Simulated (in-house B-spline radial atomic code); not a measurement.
Values are calculated unless marked as measured or tabulated.
# Extrapolating the RPA correlation energy in partial waves: Mo VII (Mo6+)

All-electron RPA on PBE orbitals from a B-spline radial code for spherical atoms, scalar-relativistic (spin-free one-electron X2C), finite nucleus, configuration [Ar] 3d10 4s2 4p6. With empty states up to angular momentum L the sums are:

```json
{"L": "4", "E_c(L) (hartree)": "-2.432523"}
{"L": "5", "E_c(L) (hartree)": "-2.590644"}
{"L": "6", "E_c(L) (hartree)": "-2.667311"}
{"L": "7", "E_c(L) (hartree)": "-2.707676"}
```

For large l each further wave adds A/(l + 1/2)⁴, because the basis must build the cusp where two electrons meet.

Problem. Estimate the limit from L = 6 and L = 7.

Solution. Wave 7 adds -0.040365, against a sum of (l + 1/2)⁻⁴ of 3.16049e-04, so A = -127.72. The sum over l > 7 is ζ(4, 8.5) = 6.4602e-04, close to 1/(3 × 8³) = 6.5104e-04. The tail is -0.082508 and the limit -2.79018 hartree.

Problem. How good is the estimate?

Solution. A run to L = 11 sums to -2.75695 and extrapolates to -2.77538 hartree, 1.33 millihartree from the run before, so it has not settled and is itself too deep. The estimate differs from that by -14.80 millihartree, while the bare sum at L = 7 misses 67.7 millihartree (2.4 %).
